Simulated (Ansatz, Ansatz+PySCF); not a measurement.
```xyz
10

C     0.0000    0.5761   -1.1358
C     0.0000   -0.5761   -1.1358
C     0.0000    1.3455   -0.1232
C     0.0000   -1.3455   -0.1232
C     0.0000    0.6464    0.9702
C     0.0000   -0.6464    0.9702
H     0.0000    2.3501   -0.1198
H     0.0000   -2.3501   -0.1198
H     0.0000    1.1313    1.8524
H     0.0000   -1.1313    1.8524
```

Basis set: def2-SVP (spherical functions). Frozen core: 6 orbitals. Charge 0, multiplicity 1.

Computed with Ansatz (development build ahead of 0.2.0); each method stands on the lowest determinant of its kind that the runs found. Restricted open shells among the atoms or ions are ROHF, correlated in semicanonical orbitals with singles.

The atomization energy at this shape (free ground-state atoms in the same class of orbitals less the molecule, no zero-point energy) of singlet C6H4:

```json
{"method": "UHF-MP2", "atomization energy": "45.47 eV"}
{"method": "UHF", "atomization energy": "34.15 eV"}
{"method": "RHF", "atomization energy": "34.57 eV"}
```

Q: What does RHF-MP2 give?

A: 46.46 eV. Caution: the shape is not the minimum. Caution for UHF-MP2: another reference gives a lower total. Caution for UHF-MP2, UHF: the determinant breaks the point group; the unrestricted determinant is spin contaminated.
